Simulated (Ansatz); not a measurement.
Ansatz (a program for electronic structure) input (PBE/def2-TZVPD):

Ansatz 0.2 input:
```yaml
crystal:
  periodic: [false, false, false]
  atoms:
    - {symbol: I, position_ang: [-1.81007967, 0.09986649, 0.02018407]}
    - {symbol: C, position_ang: [-0.01622876, -0.88569024, -0.19891728]}
    - {symbol: I, position_ang: [1.81254116, 0.03414637, 0.01725330]}
    - {symbol: H, position_ang: [-0.03308665, -1.78854005, -0.79067678]}
basis:
  gaussian:
    orbitals: def2-TZVPD
hamiltonian:
  xc: {name: PBE}
magnetization: {spin_polarized: true, initial_magnetization: 1}
output: {forces: true}
```

End of the output:

```
mean field: 0.72 GiB planned
mean field evaluation 1: about -17240.7732 eV, gradient 4.8e1 eV
mean field evaluation 2: about -17177.9710 eV, gradient 1.0e2 eV
mean field evaluation 4: about -17251.1538 eV, gradient 1.4e1 eV
mean field evaluation 8: about -17252.0730 eV, gradient 1.1e-1 eV
mean field evaluation 16: about -17252.0473 eV, gradient 1.6e-3 eV
mean field -17252.04728979 eV, -634.0010440421 hartree, gradient 1.8e-5 eV, S^2 0.754367; 0 other end points of the search recorded, 0 dependent functions left out
the calculation of the forces begins
reference -17252.04733617 eV, -634.0010457466 hartree; 29, 28 occupied and 135, 136 virtual orbitals, 1053 factors
Total energy: -17252.04733617 eV, -634.0010457466 hartree
Atom 0 at    -1.810080     0.099866     0.020184 Å, force     0.028743    -0.014578    -0.009400 eV/Å
Atom 1 at    -0.016229    -0.885690    -0.198917 Å, force     0.005401     0.288706     0.202574 eV/Å
Atom 2 at     1.812541     0.034146     0.017253 Å, force    -0.029268    -0.013526    -0.009353 eV/Å
Atom 3 at    -0.033087    -1.788540    -0.790677 Å, force    -0.004876    -0.260603    -0.183821 eV/Å
Dipole moment:    -0.000881    -0.045483    -0.068905 e Å
```

It need not be the lowest isomer of its formula.
